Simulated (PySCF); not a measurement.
CH3BrClGa (SMILES [CH3][Ga]([Cl])[Br]), singlet, at a GFN2-xTB geometry (such geometries of metal compounds can be far from the true shape); DF-R2SCAN/pcseg-2 (PySCF).

Here is a job for PySCF.
```python
from pyscf import gto, scf, dft

mol = gto.M(
    atom='''
Ga    0.039975    0.369996   -0.511966
Cl    2.086774    0.234928   -0.934344
Br   -0.677212   -0.826369    1.320423
C    -1.362037    1.431566   -1.542034
H    -2.284895    1.497051   -0.962246
H    -1.571525    0.938685   -2.494549
H    -0.983314    2.434132   -1.751034
''',
    basis='pcseg-2',
    charge=0,
    spin=0,
    verbose=4,
    max_memory=1800,
)

mf = dft.RKS(mol)
mf.xc = 'r2scan'
mf = mf.density_fit(auxbasis='def2-universal-jkfit')
mf.kernel()
```

Output, abridged:

```
PySCF version 2.14.0

[INPUT] verbose = 4
[INPUT] num. atoms = 7
[INPUT] num. electrons = 92
[INPUT] charge = 0
[INPUT] spin (= nelec alpha-beta = 2S) = 0
[INPUT] symmetry False subgroup None
[INPUT] Mole.unit = angstrom
[INPUT] Symbol           X                Y                Z      unit          X                Y                Z       unit  Magmom
[INPUT]  1 Ga     0.039975000000   0.369996000000  -0.511966000000 AA    0.075541801829   0.699191107185  -0.967475525089 Bohr   0.0
[INPUT]  2 Cl     2.086774000000   0.234928000000  -0.934344000000 AA    3.943431343863   0.443949578992  -1.765654266131 Bohr   0.0
[INPUT]  3 Br    -0.677212000000  -0.826369000000   1.320423000000 AA   -1.279745208269  -1.561611087831   2.495237838577 Bohr   0.0
[INPUT]  4 C     -1.362037000000   1.431566000000  -1.542034000000 AA   -2.573876901524   2.705267669239  -2.914021934768 Bohr   0.0
[INPUT]  5 H     -2.284895000000   1.497051000000  -0.962246000000 AA   -4.317825773388   2.829016384506  -1.818381404458 Bohr   0.0
[INPUT]  6 H     -1.571525000000   0.938685000000  -2.494549000000 AA   -2.969751847907   1.773857567237  -4.714014414308 Bohr   0.0
[INPUT]  7 H     -0.983314000000   2.434132000000  -1.751034000000 AA   -1.858194154451   4.599842831040  -3.308974694802 Bohr   0.0

nuclear repulsion = 608.396298913572
number of shells = 25
number of NR pGTOs = 394
number of NR cGTOs = 192
basis = pcseg-2
ecp = {}

******** <class 'pyscf.df.df_jk.DFRKS'> ********
method = DFRKS
initial guess = minao
damping factor = 0
level_shift factor = 0
DIIS = <class 'pyscf.scf.diis.CDIIS'>
diis_start_cycle = 1
diis_space = 8
diis_damp = 0
SCF conv_tol = 1e-09
SCF conv_tol_grad = None
SCF max_cycles = 50
direct_scf = False
XC library pyscf.dft.libxc version 7.1.2
    S. Lehtola, C. Steigemann, M. J. T. Oliveira, and M. A. L. Marques,  SoftwareX 7, 1–5 (2018)
XC functionals = r2scan
    J. W. Furness, A. D. Kaplan, J. Ning, J. P. Perdew, and J. Sun,  J. Phys. Chem. Lett. 11, 8208–8215 (2020)
    J. W. Furness, A. D. Kaplan, J. Ning, J. P. Perdew, and J. Sun,  J. Phys. Chem. Lett. 11, 9248–9248 (2020)
    J. W. Furness, A. D. Kaplan, J. Ning, J. P. Perdew, and J. Sun,  J. Phys. Chem. Lett. 11, 8208–8215 (2020)
    J. W. Furness, A. D. Kaplan, J. Ning, J. P. Perdew, and J. Sun,  J. Phys. Chem. Lett. 11, 9248–9248 (2020)
radial grids:
    Treutler-Ahlrichs [JCP 102, 346 (1995); DOI:10.1063/1.469408] (M4) radial grids

becke partition: Becke, JCP 88, 2547 (1988); DOI:10.1063/1.454033
pruning grids: <function nwchem_prune>
grids dens level: 3
symmetrized grids: False
atomic radii adjust function: <function treutler_atomic_radii_adjust>
small_rho_cutoff = 0
Set gradient conv threshold to 3.16228e-05
Initial guess from minao.
tot grids = 103752
init E= -4997.76127888502
  HOMO = -0.313042450738949  LUMO = -0.0810486379113895  gap/eV = 6.31287
cycle= 1 E= -4999.14202341566  delta_E= -1.38  |g|= 0.932  |ddm|= 2.35
  HOMO = -0.253929026974964  LUMO = -0.107101042145466  gap/eV = 3.99539
cycle= 2 E= -4998.95466296428  delta_E= 0.187  |g|= 1.27  |ddm|= 1.62
  HOMO = -0.26152480895496  LUMO = -0.0581922811050469  gap/eV = 5.53296
cycle= 3 E= -4999.2679498478  delta_E= -0.313  |g|= 0.169  |ddm|= 1.14
  HOMO = -0.269559336033922  LUMO = -0.0721266432790232  gap/eV = 5.37242
cycle= 4 E= -4999.27505677171  delta_E= -0.00711  |g|= 0.0393  |ddm|= 0.193
  HOMO = -0.271492577574304  LUMO = -0.0698970403363419  gap/eV = 5.48569
cycle= 5 E= -4999.27542524583  delta_E= -0.000368  |g|= 0.0142  |ddm|= 0.0475
  HOMO = -0.270243619215164  LUMO = -0.0704354325121416  gap/eV = 5.43706
cycle= 6 E= -4999.27548560821  delta_E= -6.04e-05  |g|= 0.00664  |ddm|= 0.0203
  HOMO = -0.270416258940875  LUMO = -0.0703167996354652  gap/eV = 5.44498
cycle= 7 E= -4999.27549554645  delta_E= -9.94e-06  |g|= 0.000427  |ddm|= 0.00531
  HOMO = -0.27047971237984  LUMO = -0.0703064580621641  gap/eV = 5.44699
cycle= 8 E= -4999.27549556822  delta_E= -2.18e-08  |g|= 0.000358  |ddm|= 0.000786
  HOMO = -0.270447741595854  LUMO = -0.0703039085620653  gap/eV = 5.44619
cycle= 9 E= -4999.27549560488  delta_E= -3.67e-08  |g|= 4.57e-05  |ddm|= 0.000388
  HOMO = -0.270451317125759  LUMO = -0.0703046815501755  gap/eV = 5.44627
cycle= 10 E= -4999.27549560536  delta_E= -4.83e-10  |g|= 1.21e-05  |ddm|= 5.25e-05
  HOMO = -0.270449950909328  LUMO = -0.070306085427739  gap/eV = 5.44619
Extra cycle  E= -4999.27549560534  delta_E= 2.09e-11  |g|= 1.56e-05  |ddm|= 2.92e-05
converged SCF energy = -4999.27549560534
```
